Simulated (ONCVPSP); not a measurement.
Potentials for fluorine (F) compared

Generated with ld1.x 7.5 (TM, RRKJ, ultrasoft, PAW), atompaw 4.2 or ONCVPSP 4.0.1. The cutoff is in Ry: for ld1.x and atompaw files where the sum of valence levels is converged to 10 mRy in a Bessel basis, for ONCV files where the hardest occupied wave has 1 mHa per electron of residual kinetic energy. The error is the largest all-electron minus pseudo excitation energy over each file’s own four to seven test configurations (ionisations up to +4, promotions, holes and added fractions of an electron), all of which were solved. The labels leave out finer settings (local radius, basis sizes, second energies), which also bear on the numbers. Spin-polarised tests are not counted. The rows are a selection from randomly drawn settings: files with unsolved tests, undetermined cutoffs or missed reference levels are left out.

A true bound ghost makes a file unfit for plane-wave use even where its test errors are small: the radial tests pick states by their node count and pass the ghost by.

| potential | cutoff (Ry) | largest error (meV) | bound ghosts |
| --- | --- | --- | --- |
| ONCV, PBEsol, scalar-relativistic, rc 0.60/1.20 (sp), local smoothed, core correction yes, reference 2s2 2p4.5, qcut 9.5/9.3, projectors 1/2 | 165 | +1698 | none |
| ONCV, PBE, scalar-relativistic, rc 0.40/1.70/1.45 (spd), local smoothed, core correction no, reference 1s2 2s2 2p3, qcut 30.7/6.6/7.4, projectors 3/2/2 | 758 | +1039 | none |
| ONCV, LDA (Perdew-Wang 92), scalar-relativistic, rc 0.80/0.90 (sp), local smoothed, core correction yes, reference 2s2 2p5, qcut 8.1/9.2, projectors 2/2 | 295 | +239 | none |
| ONCV, PBE, scalar-relativistic, rc 0.75/1.15 (sp), local smoothed, core correction yes, reference 2s2 2p5, qcut 6.8/12.5, projectors 1/3 | 367 | +348 | none |
| ONCV, LDA (Perdew-Zunger), scalar-relativistic, rc 0.60/1.50 (sp), local smoothed, core correction yes, reference 2s2 2p3, qcut 9.4/9.6, projectors 2/2 | 204 | +1731 | none |
| ONCV, BLYP, scalar-relativistic, rc 0.50/0.95 (sp), local smoothed, core correction no, reference 2s2 2p5, qcut 14.7/12.5, projectors 3/2 | 235 | +169 | s |
| ONCV, PW91, non-relativistic, rc 0.70/1.65 (sp), local smoothed, core correction yes, reference 2s2 2p5, qcut 8.4/10.6, projectors 2/2 | 285 | +1399 | none |

Fill in the row for F: ONCV, PBE, non-relativistic, rc 0.55/1.40/1.50 (spd), local smoothed, core correction no, reference 2s1.75 2p5.25, qcut 13.3/11.3/7.6, projectors 2/2/2.

cutoff 372 Ry, largest error +827 meV, bound ghosts: s.

Fill in the row for F: ONCV, PBE, scalar-relativistic, rc 0.50/1.45/1.35 (spd), local smoothed, core correction yes, reference 2s2 2p2, qcut 10.3/12.8/6.4, projectors 2/1/2.

cutoff 529 Ry, largest error +705 meV, bound ghosts: s.
